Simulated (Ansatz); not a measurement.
Reaction (atomization): `C/N=[C]1/[BH][GaH]1` → B• + 2 C• + Ga• + 5 H• + N•

Computed with Ansatz on PBE0-D4/def2-TZVP structures; ΔE is electronic, products minus reactants. CCSD(T)/CBS adds triple-zeta CCSD(T) − MP2 to the extrapolated MP2 energy (def2 sets, frozen cores). This one scheme is used for every species, atoms too. Functionals use def2-TZVPP. No spin–orbit coupling; open shells (•) take unrestricted orbitals. Spin–orbit coupling would lower the free atoms: a little for B, C; clearly for Ga. For Ga outer-core shells are correlated without core-valence functions, so the limit isn't a true one: a few kJ/mol of doubt a bond, and 10 to 20 or more in all where bonds break to atoms. Scalar relativity is left out up to krypton.

`C/N=[C]1/[BH][GaH]1`:

Cartesian coordinates in Å:
```
C 1.732 -0.550 -0.019
N 0.856 0.549 0.315
C -0.314 0.440 0.644
B -1.723 0.390 0.921
Ga -2.101 0.588 -0.965
H 1.194 -1.501 -0.096
H 2.504 -0.631 0.750
H 2.236 -0.333 -0.963
H -2.339 0.267 1.925
H -2.045 0.782 -2.510
```

```json
{"species": "`C/N=[C]1/[BH][GaH]1`", "r2SCAN-D4 energy (Eh)": "-2083.55759"}
{"species": "B•", "r2SCAN-D4 energy (Eh)": "-24.63675"}
{"species": "C•", "r2SCAN-D4 energy (Eh)": "-37.83292"}
{"species": "Ga•", "r2SCAN-D4 energy (Eh)": "-1924.78964"}
{"species": "H•", "r2SCAN-D4 energy (Eh)": "-0.49993"}
{"species": "N•", "r2SCAN-D4 energy (Eh)": "-54.58101"}
```

(1) Work out ΔE.

Largest T1 diagnostic among the species: 0.016.

Results:

(1) ΔE = 5 × (-0.49993) + 2 × (-37.83292) + (-24.63675) + (-1924.78964) + (-54.58101) − (-2083.55759) = 1.38470 Eh = +3635.5 kJ/mol. CCSD(T)/CBS gives +3573.5 kJ/mol.

Leaving LDA and LC-ωPBE aside and taking each functional with its dispersion term where it has one, the values, not all of them listed here, spread over 271.5 kJ/mol, from BHLYP-D4 to PBE-D4. LDA lies +482.2 kJ/mol from PBE without D4, its usual overbinding. At CCSD(T), def2-SVP lies −176.1 kJ/mol from the extrapolated value and def2-TZVPP −88.0 kJ/mol: correlation converges slowly with the basis, and small sets miss more of it in the bonded molecule than in its fragments.

For atomizations the MP2-based limit and the directly extrapolated one differ by several kJ/mol either way, and by 10 to 25 for some Ge, Se and Sn compounds, so smaller differences from it don't rank the levels.
